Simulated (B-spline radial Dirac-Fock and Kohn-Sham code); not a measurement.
# Dipole and non-dipole photoemission parameters of Fe⁺ 2s

System: the Fe⁺ ion, [Ar] 3d6 4s1; threshold 851.4 eV (orbital energy of the model). Model: Dirac-Hartree-Slater photoionisation with a Latter tail; cross sections with all multipoles, angular parameters from the dipole term and its interference with E2. Program: a B-spline atomic structure program.

For linearly polarised light dσ/dΩ = σ/(4π) [1 + β P₂(cos θ) + (δ + γ cos²θ) sin θ cos φ], with θ from the polarisation vector and φ the angle between the beam and the projection of the electron momentum on the plane normal to the polarisation.

```tsv
hν (eV)	σ (kb)	β	γ
880	141	1.999	0.787
1180	91.0	1.999	0.104
1350	73.2	1.999	-0.008
2000	36.5	2.000	-0.028
2970	?	?	?
2984.4	16.5	2.000	0.195
4000	8.86	1.999	0.443
4230	7.83	1.999	0.497
4790	5.93	1.999	0.625
6000	3.53	1.999	0.878
7290	2.22	1.999	1.115
12000	0.639	1.999	1.822
```

Task: Give the values at 2970 eV.

Result: σ = 16.7 kb, β = 2.000, γ = 0.191. For an s subshell δ is negligible.

Values without a named source are computed, but for edge energies of neutral atoms, which are taken from tables.
